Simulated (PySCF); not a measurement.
# Hartree-Fock beside MP2: B2CH3O cation

All numbers below are calculated, not measured. The program is PySCF 2.14.0, an open-source quantum chemistry code, run on an isolated molecule that a program drew, which may never have been made. The molecule is B2CH3O cation (charge +1, singlet), drawn as the SMILES string `C[B+]B=O`.

The geometry was optimised and harmonic frequencies were computed with HF and MP2, all in the cc-pVDZ basis, for the commonest isotopes, with a restricted reference for singlets and an unrestricted one otherwise, and a frozen core in MP2. Each result is a local minimum of its method.

Geometry at the HF minimum:
```xyz
7
B2CH3O cation, angstrom
C     0.9628   -2.1250   -0.6325
B     0.8020   -0.6561   -0.6557
B     0.6193    1.0199   -0.6824
O     0.4932    2.1837   -0.7009
H     0.2937   -2.5838   -1.3749
H     2.0032   -2.3886   -0.8718
H     0.7128   -2.5105    0.3666
```

Lengths of the bonds as drawn, in Å (atoms numbered as above):
| bond | HF | MP2 |
|---|---|---|
| C1-B2 | 1.478 | 1.473 |
| B2-B3 | 1.686 | 1.663 |
| B3-O4 | 1.171 | 1.218 |
| C1-H5 | 1.100 | 1.111 |
| C1-H6 | 1.100 | 1.111 |
| C1-H7 | 1.100 | 1.111 |

Rotational constants, in GHz:
```
constant     HF    MP2
       A    156    153
       B  3.001  2.983
       C  3.001  2.983
```

Harmonic frequencies in cm^-1, each column in rising order, so a row needn't be the same motion in every method:
```
rank,HF,MP2
1,171,154
2,171,154
3,413,371
4,413,371
5,570,?
6,806,731
7,806,731
8,1271,1199
9,1442,1321
10,1442,1322
11,1460,1409
12,2273,1936
13,3113,3013
14,3206,3117
15,3206,3117
```

**Estimate the missing MP2 frequency from the HF column.**

A single factor s that minimises the squared misfit of MP2 against s times HF over the other rows is sum(HF x MP2) / sum(HF^2) = 0.9484, with an rms misfit of 72 cm^-1. For rank 5 it gives 0.9484 x 570 = 541 cm^-1. The calculation gives 571 cm^-1, 30 cm^-1 above the estimate. The drawn bonds are on average 0.9 % longer in MP2 than in HF.
